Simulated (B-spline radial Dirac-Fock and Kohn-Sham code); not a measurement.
# Binding energies of Er¹⁰⁺ at several levels of theory

System: erbium as Er¹⁰⁺ in the configuration [Kr] 4d10 4f10 5s2.

The density-functional columns are spherical, spin-unpolarised Dirac-Kohn-Sham results without Breit or QED terms: −ε is minus the orbital energy of the initial state and ΔSCF the difference of two total energies. The reference in the last column comes from multi-electron Dirac-Fock with separately optimised hole states, Breit and Lamb-shift corrections added in first order. All numbers are from a radial finite-basis atomic code, in eV; a selection of levels is shown. For the 1s level of heavy atoms much of the gap between ΔSCF and the reference is the Breit and QED part, -263.4 eV here; for other levels the error of the functional can be larger.

```tsv
level	LDA −ε	LDA ΔSCF	Dirac-Fock
K	57420.6	57921.3	57670.2
L1	9788.3	9883.6	9943.2
L2	9336.7	9457.0	9449.7
L3	8420.7	8527.5	8543.2
M1	2327.1	2358.7	2407.4
M2	2128.1	2161.5	2192.1
M3	1935.7	1966.9	1998.9
M4	1593.4	1629.7	1636.3
M5	1551.3	1586.8	1595.0
N1	596.0	612.8	637.6
N2	516.3	532.9	550.1
N3	472.5	488.6	506.4
N4	340.5	356.2	362.6
N5	332.5	348.0	354.6
N6,7	170.1	184.3	180.7
O1	204.4	214.3	207.2
```

Values without a named source are computed, but for edge energies of neutral atoms, which are taken from tables.
